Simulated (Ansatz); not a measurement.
```xyz
9

C    -0.616    0.443    1.131
O     0.421   -0.410    0.691
B     0.716   -0.567   -0.611
O     0.043    0.081   -1.600
F     1.715   -1.400   -0.919
H    -1.356   -0.150    1.672
H    -0.194    1.184    1.813
H    -1.102    0.954    0.298
H     0.372   -0.135   -2.475
```

Charge 0, multiplicity 1.

Task: List the r2SCAN/def2-TZVPP orbital energies in eV (Ansatz 0.2.0). (An estimate is asked.)

Result: The calculation gave: Occupied: -666.11, -516.36, -516.21, -274.42, -182.54, -31.64, -27.66, -27.01, -18.24, -14.80, -13.67, -12.96, -11.96, -11.23, -11.02, -10.66, -9.25, -9.02, -8.23, -7.55. Lowest empty: 0.56, 1.51, 1.95, 2.16, 3.33, 3.57, 3.66, 4.04.
